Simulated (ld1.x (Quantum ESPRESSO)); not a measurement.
**rubidium: variants of one TM potential**

Base potential:

ld1.x (Quantum ESPRESSO) 7.5 input, shortened:

```
&input
   title='Rb', zed=37., rel=2, dft='PBE', iswitch=3,
   config='[Kr] 4d0 5s0.5 5p0.5', rel_dist='average'
 /
 &inputp
   pseudotype=2, tm=.true., lloc=-2, rcloc=1.80,
   nlcc=.true.
 /
3
4S  1  0   2.00   0.00  1.45  1.45  0.0
4P  2  1   6.00   0.00  2.20  2.20  0.0
4D  3  2   0.00   0.00  4.20  4.20  0.0
 &test
   configts(1)='4s2 4p6 4d0 5s0.5 5p0.5'
 /
```

Open shells are filled in proportion to 2j + 1 (rel_dist='average').

Occupied shells without a wave of their own: 5p, 5s. They enter only through the test configuration that unscreens the potential, and ld1.x also counts them in the model core charge.

Cutoffs, loose and tight: the cutoffs (Ry, on a coarse ladder) from which the occupation-weighted sum of valence levels, in a spherical-Bessel basis at the reference potential, stays within 10 and 1 mRy of its value at 400 Ry. They do not see the model core or the augmentation charge, which bear on the density cutoff. Test errors are all-electron minus pseudo excitation energies from the reference, over the configurations 4s2 4p6 4d0 5s1 5p0; 4s2 4p6 4d0 5s0 5p0; 4s2 4p6 4d0 5s0.5 5p0; 4s2 4p6 4d0 5s0 5p1; 4s2 4p6 4d1 5s0 5p0; 4s2 4p5 4d0 5s1 5p0; 4s1 4p6 4d0 5s1 5p0. A dash means not determined; rows that change the core or the reference have their own tests.

With those shells counted twice in exchange and correlation these files are broken, and their errors move erratically; no question is asked of them.

A true bound ghost makes a file unfit for plane-wave use even where its test errors are small: the radial tests pick states by their node count and pass the ghost by.

Cutoffs are not given where the Bessel-basis levels miss the radial ones by over 6 mRy, ghosts where they miss by over 20 mRy; a channel whose overlap is not positive is not tested.

The default core radius of the base comes out at 0.93 bohr.

| change | outcome | cutoff, loose | cutoff, tight | bound ghosts | largest test error (meV) |
| --- | --- | --- | --- | --- | --- |
| base | generated | 55 Ry | 100 Ry | none | -143 |
| core [Kr], valence charge 1; reference 5s1 5p0; waves now 5p (bound): rc 3.50 bohr; 4d channel at 0.3 Ry: rc 3.40 bohr; 5s (bound): rc 3.45 bohr; local potential the s channel | generated | 6 Ry | 6 Ry | p1/2, p3/2 | +8.2 |
| wave 4s (bound): rc 1.45 bohr becomes 4s (bound): rc 1.24 bohr | generated | 55 Ry | 100 Ry | none | -143 |
| all radii but the core radius scaled by about 0.75 (s 1.08, p 1.64, d 3.14 bohr); local potential all-electron potential smoothed inside 1.34 bohr (lloc = -2) | generated | – | – | not determined | -180 |
| wave 4d (bound): rc 4.20 bohr becomes 4d (bound): rc 4.52 bohr | generated | 55 Ry | 100 Ry | none | -143 |
| local potential the s channel | generated | 55 Ry | 100 Ry | d5/2, d3/2, p3/2 | -167 |
| reference 4s2 4p6 4d0 5s0.5 5p0 | generated | 55 Ry | 100 Ry | none | -37 |
| core correction a·sin(br)/r model core inside 1.14 bohr | generated | 55 Ry | 100 Ry | none | -143 |
| functional LDA (PZ) | generated | 55 Ry | 100 Ry | none | -177 |
| scalar-relativistic | generated | 55 Ry | 100 Ry | none | -121 |
| wave 4p (bound): rc 2.20 bohr becomes 4p (bound): rc 3.12 bohr | generated | 55 Ry | 100 Ry | none | -143 |
